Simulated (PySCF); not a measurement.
## Tb²⁺: excitation energy

Tb²⁺ [Xe] 4f9 (high-spin determinant) → Tb²⁺ [Xe] 4f8 6s1 (8F), as a difference of total energies. Computed with PySCF 2.14 in x2c-TZVPPall with one added diffuse shell each of s, p, d, f type (12s8p8d5f2g, 129 functions), with scalar relativity by spin-free X2C-1e. The calculations carry no spin-orbit coupling.

```tsv
method	excitation energy (eV)
UHF	-1.305
BP86	3.561
M06	2.304
revPBE	3.456
```

The determinant of the lower state mixes LS terms, which raises its energy above the lowest term, most at the Hartree-Fock and MP2 levels.
